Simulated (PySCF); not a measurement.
Two-photon absorption: `CB(C)C(/C=C/N(C)C)=[N+](C)C`, [C9H20BN2]+, charge +1

Molfile (atoms numbered from 1):
```
C9H20BN2
     RDKit          3D

 32 31  0  0  0  0  0  0  0  0999 V2000
   -1.5553   -1.4704    1.8646 C   0  0  0  0  0  0  0  0  0  0  0  0
   -1.3790   -1.0400    0.3663 B   0  0  0  0  0  0  0  0  0  0  0  0
   -1.6869   -2.0218   -0.8179 C   0  0  0  0  0  0  0  0  0  0  0  0
   -0.8351    0.4143    0.0315 C   0  0  0  0  0  0  0  0  0  0  0  0
    0.5381    0.6151   -0.1734 C   0  0  0  0  0  0  0  0  0  0  0  0
    1.4290   -0.4348   -0.0994 C   0  0  0  0  0  0  0  0  0  0  0  0
    2.7366   -0.3599   -0.2624 N   0  0  0  0  0  0  0  0  0  0  0  0
    3.5822   -1.5235   -0.1751 C   0  0  0  0  0  0  0  0  0  0  0  0
    3.3966    0.8949   -0.5450 C   0  0  0  0  0  0  0  0  0  0  0  0
   -1.6952    1.4136   -0.0482 N   0  0  0  0  0  0  0  0  0  0  0  0
   -3.1071    1.2080    0.1671 C   0  0  0  0  0  0  0  0  0  0  0  0
   -1.3090    2.7700   -0.3745 C   0  0  0  0  0  0  0  0  0  0  0  0
   -1.6020   -0.6451    2.5702 H   0  0  0  0  0  0  0  0  0  0  0  0
   -0.7075   -2.0872    2.1653 H   0  0  0  0  0  0  0  0  0  0  0  0
   -2.4303   -2.0999    2.0144 H   0  0  0  0  0  0  0  0  0  0  0  0
   -2.7485   -1.9611   -1.0623 H   0  0  0  0  0  0  0  0  0  0  0  0
   -1.1522   -1.7946   -1.7370 H   0  0  0  0  0  0  0  0  0  0  0  0
   -1.5096   -3.0638   -0.5625 H   0  0  0  0  0  0  0  0  0  0  0  0
    0.9103    1.6026   -0.3883 H   0  0  0  0  0  0  0  0  0  0  0  0
    1.0376   -1.4219    0.1085 H   0  0  0  0  0  0  0  0  0  0  0  0
    4.3269   -1.3892    0.6122 H   0  0  0  0  0  0  0  0  0  0  0  0
    4.1057   -1.6810   -1.1204 H   0  0  0  0  0  0  0  0  0  0  0  0
    2.9935   -2.4096    0.0495 H   0  0  0  0  0  0  0  0  0  0  0  0
    3.0449    1.3125   -1.4904 H   0  0  0  0  0  0  0  0  0  0  0  0
    4.4682    0.7314   -0.6173 H   0  0  0  0  0  0  0  0  0  0  0  0
    3.2075    1.6169    0.2511 H   0  0  0  0  0  0  0  0  0  0  0  0
   -3.2963    0.1843    0.4802 H   0  0  0  0  0  0  0  0  0  0  0  0
   -3.4686    1.8876    0.9411 H   0  0  0  0  0  0  0  0  0  0  0  0
   -3.6625    1.4053   -0.7526 H   0  0  0  0  0  0  0  0  0  0  0  0
   -0.8069    2.8077   -1.3425 H   0  0  0  0  0  0  0  0  0  0  0  0
   -0.6423    3.1788    0.3870 H   0  0  0  0  0  0  0  0  0  0  0  0
   -2.1982    3.3923   -0.4247 H   0  0  0  0  0  0  0  0  0  0  0  0
  1  2  1  0
  2  3  1  0
  2  4  1  0
  4  5  1  0
  5  6  2  0
  6  7  1  0
  7  8  1  0
  7  9  1  0
  4 10  2  0
 10 11  1  0
 10 12  1  0
  1 13  1  0
  1 14  1  0
  1 15  1  0
  3 16  1  0
  3 17  1  0
  3 18  1  0
  5 19  1  0
  6 20  1  0
  8 21  1  0
  8 22  1  0
  8 23  1  0
  9 24  1  0
  9 25  1  0
  9 26  1  0
 11 27  1  0
 11 28  1  0
 11 29  1  0
 12 30  1  0
 12 31  1  0
 12 32  1  0
M  CHG  1  10   1
M  END
```

The calculation used TDDFT PBE0/def2-SVPD excited states, vertical, gas phase (PySCF). Geometry: GFN2-xTB.

(1) How strongly do the lowest singlets absorb one photon, and two photons of half the energy?

## Answers

(1) δ for parallel linear polarisation; σ at the peak of a Lorentzian of half width 0.1 eV, single beam; Ω is circular over linear.
```csv
state,E (eV),f,photon λ (nm),δ (au),σ (GM),Ω,main
S1,4.34,0.051,572,40.9,0.28,0.96,"HOMO→LUMO+1 0.82, HOMO→LUMO 0.17"
S2,4.67,0.736,531,54.8,0.44,1.29,"HOMO→LUMO 0.80, HOMO→LUMO+1 0.17"
S3,5.94,0.008,418,33.2,0.43,1.15,"HOMO−1→LUMO+1 0.64, HOMO−1→LUMO 0.21"
S4,6.06,0.004,409,14,0.19,1.44,HOMO−2→LUMO 0.89
S5,6.20,0.032,400,7.33,0.10,1.21,HOMO→LUMO+2 0.95
```
